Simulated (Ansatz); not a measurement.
Geometry optimisation, RKS B3LYP/def2-SVPD in Ansatz.

Input:

```yaml
crystal:
  periodic: [false, false, false]
  atoms:
    - { symbol: Ge, position_ang: [0.0, 0.0, 0.0] }
    - { symbol: H, position_ang: [1.0763, 0.0, 1.3798] }
    - { symbol: H, position_ang: [1.6596, 0.0, 0.5553] }
    - { symbol: F, position_ang: [-0.7913, 1.3709, -0.5594] }
    - { symbol: F, position_ang: [-0.7913, -1.3709, -0.5594] }
basis:
  gaussian: { orbitals: def2-SVPD }
hamiltonian:
  xc: b3lyp
relax:
  f_tol: 0.15
  max_steps: 25
  restrain:
    - { distance: [1, 2], at: 1.86, k: 30.0 }
    - { distance: [0, 1], at: 1.55, k: 30.0 }
    - { distance: [0, 2], at: 1.55, k: 30.0 }
```

Launched with:

```bash
$ ansatz run input.yaml --threads 2 --pin off --max-ram 3072MiB --backend cpu --events-out ev --progress --plain --runs-dir out
```

Problem. Where does it end, and by what steps?

Solution. It converged. The restraints hold the end off the free minimum. After 4 steps the energy has fallen by 4.796 eV (the restraints' own energy left out); H2 moved furthest, 0.54 Å.

```csv
step,energy less start (eV),largest force component (eV/Å),accepted
0,0.0000,5.367,yes
1,-2.2300,4.135,yes
2,-3.9198,2.749,yes
3,-4.7390,2.009,yes
4,-4.7960,2.006,yes
```

```xyz
5
Properties=species:S:1:pos:R:3
Ge 0.203 0.000 0.140
H 0.589 0.000 1.607
H 1.715 0.000 0.022
F -0.677 1.362 -0.476
F -0.677 -1.362 -0.476
```

The run took 22 s on 2 threads of Intel(R) Xeon(R) Platinum 8259CL CPU @ 2.50GHz (Skylake/Cascade Lake), on a shared host, peak memory 0.23 GiB.
